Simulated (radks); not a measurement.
Q: Successive ionisation energies (eV) of one element, from differences of total energies of ions in their ground configurations, starting at charge 44: 2264.0, 2322.6, 2381.4, 2440.2, 2588.0, 2644.0, 4730.7, 4868.1, 5007.0, 5147.3, 5288.9, 5431.9, 5576.2, 5721.9, 5868.7, 6016.8, 6411.6, 6540.1, 6669.0, 6798.2, 6927.5, 7056.5. All-electron calculation, non-relativistic Kohn-Sham, LDA (Slater exchange, Perdew-Wang correlation), spin-unpolarised, spherical densities, point nucleus; relativity is left out, which matters for an element this heavy. Program: a radial shooting solver on a logarithmic mesh with Libxc functionals. Which element is it?

A: Platinum (Z = 78). The first species listed is Pt44+ in [Ar] 3d10 4s2 4p4, the last Pt65+ in [Ne] 3s2 3p1.
